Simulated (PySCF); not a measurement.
Screening by computed properties: pick the candidate that meets the target.

Each SMILES stands for a single optimised conformer of the isolated species, non-relativistic unless stated; the electronic structure was computed with PySCF and density fitting.

The conformers computed, where there is a choice (atom-mapped SMILES and torsion angles):
- `[CH3:1][CH2:2]/[CH:3]=[C:4](/[CH2:5][F:6])[O:7][CH3:8]`: C1–C2–C3–C4 112°, C3–C4–C5–F6 -105°, C3–C4–O7–C8 162°
- `[CH2:1]=[C:2]([CH3:3])[P:4]([SiH3:5])[CH2:6][C:7]([F:8])([F:9])[F:10]`: C1–C2–P4–Si5 97°, C2–P4–C6–C7 -172°, P4–C6–C7–F8 -65°
- `[H]/[N:5]=[CH:4]/[C:2]([CH3:1])([CH3:3])[SiH2:6][CH2:7][SiH3:8]`: C1–C2–C4–N5 -28°, C1–C2–Si6–C7 53°, C2–Si6–C7–Si8 163°
- `[CH3:1][CH:2]([CH3:3])[c:4]1[cH:5][cH:6][cH:7][cH:8][cH:9]1`: C1–C2–C4–C5 -62°
- `[CH3:1][Si:2]([CH3:3])([CH3:4])/[CH:5]=[P:6]\[C:7]([F:8])([F:9])[F:10]`: C1–Si2–C5–P6 -46°, C5–P6–C7–F8 -46°
- `[CH3:1][C@@H:2]1[O:3][S@@:4](=[O:5])[O:6][C@@H:7]1[O:8][C:9]([F:10])([F:11])[F:12]`: O6–C7–O8–C9 61°, C7–O8–C9–F10 -74°

The conformers of `C=C1CC[C@@H](C#CC)C1` aren't listed.

(1) Wanted: dipole moment above 2.7 D (PBE0/pcSseg-1) and smallest rotational constant below 0.8 GHz (GFN2-xTB), at GFN2-xTB geometries. Which candidate meets both?
A. `[H]/N=C/C(C)(C)[SiH2]C[SiH3]`
B. `C=C(C)P([SiH3])CC(F)(F)F`
C. `C[Si](C)(C)/C=P\C(F)(F)F`
D. `CC(C)c1ccccc1`
E. `CC/C=C(/CF)OC`

(2) Wanted: HOMO energy below -7.5 eV (PBE0/pcSseg-1) and HOMO–LUMO gap below 5.7 eV (PBE0/pcSseg-1), at GFN2-xTB geometries. Which candidate meets both?
A. `[Si](/C=P\C(F)(F)F)(C)(C)C`
B. `CO/C(CF)=C\CC`
C. `N#Cc1ccc(Cl)cc1`
D. `C=C1CC[C@@H](C#CC)C1`
E. `C=C(C)P([SiH3])CC(F)(F)F`
F. `[SiH2](C[SiH3])C(C)(/C=N/[H])C`
G. `C[C@@H]1O[S@@](=O)O[C@@H]1OC(F)(F)F`

Answers

(1) B. Computed values:
```
                     species  dipole moment  smallest rotational constant
               CC(C)c1ccccc1         0.38 D                     1.010 GHz
               CC/C=C(/CF)OC         1.18 D                     0.918 GHz
[H]/N=C/C(C)(C)[SiH2]C[SiH3]         1.34 D                     0.658 GHz
    C[Si](C)(C)/C=P\C(F)(F)F         2.44 D                     0.570 GHz
    C=C(C)P([SiH3])CC(F)(F)F         2.94 D                     0.511 GHz
```

(2) A. Computed values:
```
                            species  HOMO energy  HOMO–LUMO gap
C[C@@H]1O[S@@](=O)O[C@@H]1OC(F)(F)F     -8.49 eV        7.44 eV
         [Si](/C=P\C(F)(F)F)(C)(C)C     -7.97 eV        5.57 eV
                    N#Cc1ccc(Cl)cc1     -7.75 eV        5.87 eV
     [SiH2](C[SiH3])C(C)(/C=N/[H])C     -7.28 eV        7.05 eV
               C=C1CC[C@@H](C#CC)C1     -6.99 eV        7.29 eV
           C=C(C)P([SiH3])CC(F)(F)F     -6.87 eV        6.35 eV
                      CO/C(CF)=C\CC     -6.43 eV        6.76 eV
```
